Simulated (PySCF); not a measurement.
B3LYP has the VWN-RPA correlation part, as in Gaussian. 

C2H4Si, SMILES `[SiH3]C#C` (charge 0, multiplicity 1)

Computed with PySCF with B3LYP-D3(BJ)/def2-TZVP.

HOMO: -8.08 eV
dipole moment: 0.39 D
HOMO–LUMO gap: 7.78 eV
LUMO: -0.29 eV
total energy: -10016.86 eV
cost: about 14 core-seconds (a rough figure)

Bonds (Å): C1–C2 1.206, C1–H4 1.064, C2–Si3 1.825, Si3–H5 1.479, Si3–H6 1.479, Si3–H7 1.479. Angles (°): C2–C1–H4 180.0, C1–C2–Si3 180.0, C2–Si3–H5 109.3, C2–Si3–H6 109.3, C2–Si3–H7 109.3, H5–Si3–H6 109.6, H5–Si3–H7 109.6, H6–Si3–H7 109.6.
